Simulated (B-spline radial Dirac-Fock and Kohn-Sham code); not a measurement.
Cu¹⁰⁺: eigenvalues, ΔSCF and the reference

System: copper as Cu¹⁰⁺, 1s2 2s2 2p6 3s2 3p6 3d1.

The density-functional columns are spherical, spin-unpolarised Dirac-Kohn-Sham results without Breit or QED terms: −ε is minus the orbital energy of the initial state and ΔSCF the difference of two total energies. The reference in the last column comes from Dirac-Fock (average of configuration) total-energy differences with a finite nucleus, the Breit interaction including its frequency dependence, and self-energy and vacuum-polarisation corrections. All numbers are from a radial B-spline solver, in eV; a selection of levels is shown. For the 1s level of heavy atoms much of the gap between ΔSCF and the reference is the Breit and QED part, -16.4 eV here; for other levels the error of the functional can be larger.

| level | LDA −ε | LDA ΔSCF | Dirac-Fock |
| --- | --- | --- | --- |
| K (1s) | 9108.4 | 9298.0 | 9283.7 |
| L1 (2s) | 1344.2 | 1385.2 | 1409.7 |
| L2 (2p1/2) | 1213.8 | 1261.4 | 1262.0 |
| L3 (2p3/2) | 1193.4 | 1240.2 | 1241.8 |
| M1 (3s) | 360.7 | 377.6 | 386.6 |
| M2 (3p1/2) | 319.0 | 336.0 | 334.9 |
| M3 (3p3/2) | 315.5 | 332.3 | 331.5 |
| M4,5 (3d) | 247.5 | 265.2 | 264.0 |

Values without a named source are computed, but for edge energies of neutral atoms, which are taken from tables.
